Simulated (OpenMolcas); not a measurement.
An atom or ion with 76 electrons was computed by SS-RASPT2, IPEA 0.25 Eh, imaginary shift 0.1 Eh with spin-orbit coupling (OpenMolcas, ANO-RCC-VTZP, DKH2). The lowest levels that the run gave, each within 12 % of the measured value where one is at hand:

| J | Parity | E (cm⁻¹) | g |
| --- | --- | --- | --- |
| 4 | even | 0.0 | 1.238 |
| 2 | even | 6630 | 1.122 |
| 3 | even | 13050 | 1.084 |
| 0 | even | 18840 |  |
| 2 | even | 18970 | 1.100 |
| 1 | even | 22320 | 1.501 |
| 4 | even | 26910 | 1.012 |
| 2 | even | 31980 | 0.945 |
| 5 | even | 49940 | 1.373 |
| 0 | even | 56510 |  |
| 4 | even | 56840 | 1.286 |
| 3 | even | 62500 | 1.297 |

Task: Which ion is it, and what are the configurations and terms?

Result: Au3+ (Z = 79, charge +3; active space 8 electrons in 9 orbitals (RAS2 5d 6s; RAS3 6p, at most 2 electrons)). J, parity and g give the terms where levels are pure, and mixed ones are named by the computed weights; the size of the splittings, set against known spectra of the 76-electron sequence, gives the charge. In order, with the measured energies in cm⁻¹ (Zainab et al., Astrophys. J. Suppl. Ser. 267, 12 (2023)): 5d⁸ ³F₄, 5d⁸ ¹D₂ [48 %], 5d⁸ ³F₃ (12294), 5d⁸ ³P₀ (18185), 5d⁸ ³P₂ [50 %], 5d⁸ ³P₁ (21490), 5d⁸ ¹G₄ (25702), 5d⁸ ¹D₂ [48 %], 5d⁷ 6s ⁵F₅ (51297), 5d⁸ ¹S₀ (55278), 5d⁷ 6s ⁵F₄ [68 %], 5d⁷ 6s ⁵F₃ [71 %].

Term energies are means over components that CASPT2 splits; among the terms shown or strongly mixed into the levels shown the widest spread is 660 cm-1 (5d⁸ ¹G). Some high roots are left out of the spin-orbit mixing, which shifts the levels that they would mix with. Terms from blocks run as CI alone lack orbitals of their own. A single d shell beside an s shell can misplace configurations of different d count against each other. Measured partners are found by configuration, term and J. A level has none where our copy of the source lacks it or the pairing is in doubt (some pairs that miss far off the trend of their configuration count as doubtful), and it then counts in no deviation. Levels of configurations outside the active space are missing.

A share in square brackets marks a mixed level and gives the weight of the term that names it.
